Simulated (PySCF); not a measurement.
B(Br)(vinyl)(OH) (C2H4BBrO), SMILES C=CB(O)Br.

Coordinates come from a ωB97X-D3(BJ)/def2-SVP optimisation. The values are those of a single conformer.

These are ωB97X-D3(BJ)/def2-SVP (PySCF) values and carry that method's errors.

Frequencies are harmonic and unscaled.

**Question.** Give all harmonic wavenumbers and intensities. (An estimate is asked for; the answer gives what the named calculation found.)

**Answer.** 
```tsv
mode	ν (cm⁻¹)	IR (km/mol)	Raman (Å⁴/amu)	depolarisation	moving atoms (share of kinetic energy)
1	72	1.2	7.3	0.75	C 53 %, H 35 %
2	188	0.1	0.8	0.66	C 31 %, O 26 %, H 20 %, B 12 %, Br 11 %
3	302	5.7	2.6	0.59	C 46 %, O 28 %, H 17 %
4	347	8.1	3.8	0.21	Br 31 %, O 30 %, C 21 %, H 13 %
5	402	1.4	3.3	0.75	H 55 %, B 37 %
6	587	107.2	2.5	0.75	H 88 %, O 9 %
7	645	39.8	2.9	0.11	C 30 %, O 24 %, B 22 %, H 20 %
8	673	34.4	5.7	0.75	B 45 %, H 30 %, C 22 %
9	910	121.0	1.9	0.49	H 53 %, B 29 %, C 14 %
10	1034	33.5	1.1	0.75	H 76 %, C 24 %
11	1036	5.7	3.4	0.75	H 75 %, C 18 %
12	1058	7.2	0.6	0.75	H 88 %, C 12 %
13	1135	377.9	0.3	0.21	H 50 %, B 34 %, O 13 %
14	1310	22.8	14.9	0.34	H 68 %, C 27 %
15	1405	151.5	5.9	0.66	H 40 %, B 38 %, O 15 %
16	1459	123.7	22.2	0.38	H 46 %, B 32 %, C 13 %, O 8 %
17	1718	74.0	55.8	0.21	C 85 %, H 13 %
18	3158	11.2	92.7	0.14	H 95 %
19	3201	2.0	89.5	0.30	H 91 %, C 9 %
20	3258	4.0	73.2	0.69	H 89 %, C 11 %
21	3905	122.6	64.4	0.31	H 94 %
```
